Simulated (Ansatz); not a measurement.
Input file for Ansatz (a quantum-chemistry and plane-wave program): R-B3LYP/def2-TZVPPD on HI (SMILES I). Elements past Kr take the def2 small-core potentials; no spin–orbit coupling. Files ending in .json are basis or fitting sets from the Basis Set Exchange.

Ansatz 0.2 input:
```yaml
crystal:
  periodic: [false, false, false]
  atoms:
    - {symbol: I, position_ang: [0.78376875, -0.20147548, 4.10563666]}
    - {symbol: H, position_ang: [0.50605547, -0.17728896, 2.49613585]}
basis:
  gaussian:
    orbitals: def2-TZVPPD.json
hamiltonian:
  xc: {name: B3LYP}
scf: {lower_state_search: off}
```

### Question
Predict the final total energy.

### Answer
-298.4060 hartree.
